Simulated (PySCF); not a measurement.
# What binds WH: the parts of the energy along the bond

State: ⁶Σ⁺, sextet, unpaired electrons σ ↑, π ↑↑, δ ↑↑. ROHF-based CCSD(T) in PySCF 2.14 with H cc-pVTZ, W cc-pVTZ-PP with ECP60 and H cc-pVQZ, W cc-pVQZ-PP with ECP60 (frozen core orbitals: 4; scalar-relativistic core potentials). Correlation energies are extrapolated as n⁻³ (n = 3, 4), Hartree–Fock as (n+1)·exp(−9√n). CV is the change on freezing 0 orbitals instead, in H cc-pVTZ, W cc-pwCVTZ-PP with ECP60. All energies in eV from H + W (5d4 6s2).

| R (Å) | HF/CBS | CCSD corr. | (T) | CV | total |
| --- | --- | --- | --- | --- | --- |
| 1.5135 | -2.443 | -0.455 | 0.0567 | -0.0148 | -2.856 |
| 1.5823 | -2.705 | -0.417 | 0.0588 | -0.0034 | -3.067 |
| 1.6511 | -2.854 | -0.383 | 0.0606 | 0.0066 | -3.170 |
| 1.7199 | -2.916 | -0.352 | 0.0621 | 0.0153 | -3.191 |
| 1.7887 | -2.911 | -0.326 | 0.0631 | 0.0228 | -3.151 |
| 1.8747 | -2.834 | -0.298 | 0.0636 | 0.0307 | -3.038 |
| 1.9607 | -2.702 | -0.276 | 0.0633 | 0.0372 | -2.877 |

A fit to the total gives Re = 1.7062 Å, De = 3.192 eV, ωe = 1928.6 cm⁻¹, Be = 5.777 cm⁻¹ (masses 1.0078 and 183.9509 u).

Q: At R = 1.7199 Å the CCSD correlation energy is -0.125769 hartree in the smaller basis and -0.131229 in the larger. Extrapolate it.

A: (4³·E4 − 3³·E3)/(4³ − 3³) = -0.13521 hartree; the larger basis holds 97.1 % of it.

The T1 diagnostic is 0.042, large enough to doubt a single reference. The state was picked by a PBE0 search and need not be the measured ground state. Spin–orbit coupling, excitations beyond (T) and corrections to the Born–Oppenheimer picture are left out, and spin–orbit coupling matters for open p, d or f shells this heavy.
